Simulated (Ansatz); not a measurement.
C$_{3}$H$_{4}$AlF, SMILES `[CH3][Al]1[CH]=[C]1F`, relaxed with RKS PBE0-D4/def2-TZVP in Ansatz from a PBE-D4/def2-SVP geometry. The force threshold is 0.005 eV/Å; the program also tests the step.

The species carries charge 0 and has multiplicity 1.

Start:

```xyz
9

C    -1.155   -0.987    1.220
Al    0.011   -0.017   -0.010
C     1.304    1.261   -0.549
C     0.817    0.543   -1.618
F     1.155    0.662   -2.912
H    -0.701   -1.060    2.230
H    -2.125   -0.456    1.323
H    -1.366   -2.012    0.854
H     2.061    2.067   -0.536
```

Q: How much energy does the relaxation release, and in how many steps? (An estimate is asked.)

A: Computed: 0.04 eV, in 5 steps.

Q: Which bonds change most? (Estimate.)

A: Ansatz gave: Al2–C4 from 1.884 to 1.856 Å; Al2–C3 from 1.896 to 1.870 Å; C3–C4 from 1.376 to 1.357 Å; C3–H9 from 1.106 to 1.088 Å.

Q: Give the relaxed structure. (Estimate.)

A: The calculation gave: 
```xyz
9

C    -1.145   -0.976    1.208
Al    0.011   -0.001   -0.002
C     1.294    1.246   -0.545
C     0.802    0.537   -1.592
F     1.144    0.660   -2.876
H    -0.701   -1.049    2.204
H    -2.107   -0.465    1.309
H    -1.341   -1.986    0.841
H     2.044    2.034   -0.547
```
